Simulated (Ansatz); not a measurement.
Start from `FC(F)=N[SiH3]` and change one atom or group to get `O/C(F)=N/[SiH3]`.

Ansatz, PBE0-D4/def2-TZVP geometries, multiplicity 1. Each molecule was computed in one conformer, which needn't be the lowest.

| property | `FC(F)=N[SiH3]` |
| --- | --- |
| size of the dipole moment (ωB97M-V/def2-TZVPP) / D | 0.87 |
| LUMO energy (PBE/def2-TZVPP) / eV | -1.40 |
| zero-point energy (PBE0-D4/def2-TZVP) / kJ/mol | 108.6 |
| HOMO energy (B3LYP/def2-TZVPP) / eV | -8.41 |
| HOMO–LUMO gap (PBE/def2-TZVPP) / eV | 5.74 |
| ideal-gas entropy at 298 K and 1 bar (rigid rotor, harmonic PBE0-D4/def2-TZVP) / J/(mol·K) | 328 |

Q: Give the same properties after the change, and the shifts. (Estimate.)

A: The calculation gave: 
| property | `O/C(F)=N/[SiH3]` | shift |
| --- | --- | --- |
| size of the dipole moment (ωB97M-V/def2-TZVPP) / D | 1.28 | 0.41 |
| LUMO energy (PBE/def2-TZVPP) / eV | -0.89 | 0.51 |
| zero-point energy (PBE0-D4/def2-TZVP) / kJ/mol | 142.5 | 33.9 |
| HOMO energy (B3LYP/def2-TZVPP) / eV | -8.00 | 0.41 |
| HOMO–LUMO gap (PBE/def2-TZVPP) / eV | 5.87 | 0.13 |
| ideal-gas entropy at 298 K and 1 bar (rigid rotor, harmonic PBE0-D4/def2-TZVP) / J/(mol·K) | 331 | 3 |

With PBE0 the HOMO rises by 0.41 eV and the LUMO rises by 0.50 eV, so the gap widens by about 0.09 eV. PBE moves the HOMO by 0.38 eV and ωB97M-V by 0.41 eV. The zero-point energy changes by 33.9 kJ/mol with +3 modes. Dipoles are sizes alone; their direction can turn. Modes under 60 cm⁻¹, often nearly free rotors, make the harmonic entropy too high.

B3LYP here is the variant with VWN-RPA as its local correlation; programs differ in this.
